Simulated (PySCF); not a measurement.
Structure problem from calculated spectra and properties.

Elements present: B, C, H, N and O. Monoisotopic mass: 111.0470 u.

| Property | Result |
| --- | --- |
| NMR, other nuclei | isotropic shieldings of nuclei other than C and H, by class: 73 (2 B), 78 (1 B), -205 (1 N), 109 (1 O), 121 (2 O) ppm [GIAO PBE0/pcSseg-1] |
| UV, strongest line | among the 10 lowest singlet transitions: S7 at 7.14 eV (174 nm, f = 0.372) [TDDFT B3LYP/def2-SVPD] |
| Valence photoelectron | vertical ionisation energy: 10.15 eV [ΔSCF B3LYP/def2-SVPD] |
| 1H NMR | chemical shifts (computed TMS as zero) by class: 13.34 (1 H), 8.60 (1 H), 4.72 (2 H) ppm [GIAO PBE0/pcSseg-1] |
| Triplet | lowest triplet excitation (Tamm–Dancoff): 3.12 eV [TDA B3LYP/def2-SVPD] |
| Rotational structure | rotational constants A, B, C: 5.351, 1.523, 1.185 GHz [PBE0-D3(BJ)/def2-SVP] |
| UV, first state | lowest singlet excitation: 3.93 eV (316 nm, f = 0.002) [TDDFT B3LYP/def2-SVPD] |
| Polarisability | 64.7 au [B3LYP/def2-SVPD] |
| 13C NMR | chemical shifts (computed TMS as zero) by class: 187.0 (1 C) ppm [GIAO PBE0/pcSseg-1] |

Gas-phase values; electronic properties from PySCF, density fitting. Levels stand in brackets. The structure is a single PBE0-D3(BJ)/def2-SVP conformer in the gas phase; no vibrational or solvent corrections. NMR values are class means; diastereotopic atoms form classes of their own.

Task: Which formula fits the mass and the elements?

Result: CH4B3NO3 (calculated 111.0470). No other formula that holds each of these elements comes within 0.0003 u with a fitting electron parity and a possible valence count.

Task: Propose a structure and show how it fits.

Result: Numbering: `[H]/[N:1]=[CH:2]/[B:3]1[O:4][BH:5][O:6][BH:7][O:8]1`. The one carbon: C=N carbon [C2] (187.0 ppm). Hydrogen classes from least to most shielded: 1 H on a C=N nitrogen, N1 (13.34 ppm), 1 H on a C=N carbon, C2 (8.60 ppm), 2 H on 2 three-coordinate borons, B5/B7 (4.72 ppm). The other shieldings belong to: 73 ppm, three-coordinate boron [B5/B7]; 78 ppm, three-coordinate boron [B3]; -205 ppm, C=N nitrogen [N1]; 109 ppm, boron-bound oxygen [O6]; 121 ppm, boron-bound oxygen [O4/O8]. S1 is mainly HOMO→LUMO (weight 0.99); the largest Löwdin shares of the orbital it empties are 0.57 on the C=N nitrogen, 0.18 on the C=N carbon, 0.08 on the N–H hydrogen and 0.08 on the hydrogen on a C=N carbon, of the orbital it fills 0.30 on the C=N nitrogen, 0.25 on the C=N carbon, 0.20 on a three-coordinate boron and 0.07 on a boron-bound oxygen. The optimised geometry has point group Cs and is an asymmetric top. Structure: `[H]/N=C/B1OBOBO1`. Computed isomers that give other values at the same levels: `C=NB1OBOBO1` (13C chemical shifts (computed TMS as zero) by class: 160.8 (1 C) ppm). The assignments are read from this structure; whether some other isomer fits the data as well wasn't checked.

Shape of the structure used: `[H]/[N:1]=[CH:2]/[B:3]1[O:4][BH:5][O:6][BH:7][O:8]1`: N1–C2–B3–O4 1°.
